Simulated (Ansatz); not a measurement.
The same path of C$_{4}$H$_{5}$I (10 atoms, charge 0, multiplicity 1) was run twice with different band settings. Lost on the way: C5–H10. Made: C3–H10.

The calculation used RKS r2SCAN-D4/def2-SVP in Ansatz.

Relaxed end points:

```xyz
10
Properties=species:S:1:pos:R:3
I -2.559 -0.291 1.020
C -0.411 0.116 0.768
C 0.430 -1.036 0.325
C 0.852 -0.397 -0.787
C 0.000 0.832 -0.554
H -0.136 0.618 1.707
H 0.636 -2.007 0.782
H 1.575 -0.651 -1.569
H 0.527 1.794 -0.426
H -0.831 0.971 -1.264
```

```xyz
10
Properties=species:S:1:pos:R:3
I -2.572 0.671 0.772
C -0.413 0.247 0.735
C 0.025 -1.005 -0.083
C 0.848 -0.018 -0.883
C 0.403 1.065 -0.212
H -0.131 0.265 1.798
H 0.573 -1.777 0.485
H 1.568 -0.154 -1.696
H 0.581 2.141 -0.281
H -0.799 -1.487 -0.633
```

Common settings: movable images 5; climbing image yes; spring 5.0 eV/Å²; optimiser quadratic models (default); force threshold 0.05 eV/Å; iteration limit 60; end points relaxed.

| run | start path |
| --- | --- |
| 1 | through a guess of the saddle point |
| 2 | straight line |

**Question.** What does each run give, and how far can it be trusted?

**Answer.** Run 1: converged after 21 iterations, highest image 3.501 eV above the first end. Neighbouring images differ by up to 2.0 eV, so the band resolves the path poorly. A vibrational analysis at the climbing image gives one clearly imaginary mode, 835i cm⁻¹: a first-order saddle point.
Run 2: converged after 11 iterations, highest image 3.625 eV above the first end. Neighbouring images differ by up to 2.0 eV, so the band resolves the path poorly. The order of the stationary point at the top wasn't checked.
The orbitals stay closed-shell, which can raise the energy where a bond breaks towards radicals; this wasn't checked here.
